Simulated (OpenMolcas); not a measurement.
## S³⁺: effect of the basis set

```yaml
Program: OpenMolcas
Method: "SS-RASPT2, IPEA 0.25 Eh, imaginary shift 0.1 Eh (closed shells correlated: 2s 2p)"
Active_space: 3 electrons in 9 orbitals (RAS2 3s 3p; RAS3 3d, at most 2 electrons)
State_averaging: 2S+1 = 4 odd, 1 root; 2S+1 = 2 odd, 11 roots; 2S+1 = 4 even, 3 roots; 2S+1 = 2 even, 9 roots
Spin-orbit_coupling: state interaction with AMFI integrals over the reference wave functions, term energies averaged over their components
```

A. ANO-RCC-VTZP [5s4p2d1f], DKH2, point nucleus; CASPT2 step roughly 13 core-seconds
B. ANO-R2 [5s4p3d1f], X2C, finite nucleus; CASPT2 step about 11 core-seconds
C. ANO-RCC-VQZP [6s5p3d2f1g], DKH2, point nucleus; CASPT2 step roughly 28 core-seconds
D. ANO-RCC [8s7p5d4f2g], DKH2, point nucleus; CASPT2 step about 30 core-seconds

Energies in cm-1 above 3s2 3p 2P* 1/2, the measured ground level; measured values from NIST levels in Podobedova, Kelleher and Wiese, J. Phys. Chem. Ref. Data 38, 171 (2009).

```csv
Level,A,B,C,D,Measured
3s2 3p 2P* 1/2,0.0,0.0,0.0,0.0,0.0
3s2 3p 2P* 3/2,839,838,827,846,951
3s 3p2 4P 1/2,69874,70107,70181,70962,71184
3s 3p2 4P 3/2,70177,70405,70478,71264,71529
3s 3p2 4P 5/2,70666,70886,70958,71751,72074
3s 3p2 2D 3/2,94303,93589,94253,94210,94103
3s 3p2 2D 5/2,94326,93616,94276,94236,94150
3s 3p2 2S 1/2,124642,123711,123982,123707,123509
3s 3p2 2P 1/2,135718,133500,135207,134148,133620
3s 3p2 2P 3/2,136262,134043,135744,134697,134245
```

Deviations, from unrounded energies. A percentage is the sum of absolute deviations over the sum of measured energies, with the sign that they share, or ± where signs differ.

| Against measurement | Levels | A | B | C | D |
| --- | --- | --- | --- | --- | --- |
| mean absolute deviation (cm-1) | 9 | 1100 | 560 | 790 | 250 |
| fine structure of the ground term (%) | 1 | -11.8 | -11.9 | -13.1 | -11.1 |
| other configurations (%) | 8 | ±1.2 | ±0.6 | ±0.9 | ±0.3 |

D lies closest to measurement on these levels and A furthest from it. The largest miss of D in the table is 3s 3p2 2P 1/2, by +530 cm-1. The ranking rests on the paired levels alone, and a cruder setting can come out closer through cancelling errors.

Among A to D the level of the table that moves most is 3s 3p2 2P 3/2, by 2200 cm-1 (lowest in B, highest in A).

Active for correlation alone: 3d; no level in the range computed is led by a configuration that fills it, so any true level of that kind is missing. Some terms mix strongly with configurations of 3d, whose occupation reaches 0.17 (3s 3p2 2D) (figures for A; the like holds for B, C, D). Computed and measured levels are paired by configuration, term and J; levels that our copy of the source lacks, or whose pairing is in doubt (as where it misses far off the trend of its configuration), stay unpaired and out of the deviations. Only configurations of the active space appear. Levels that lie high or do not pair safely by name in every column are left out.

* marks odd parity.
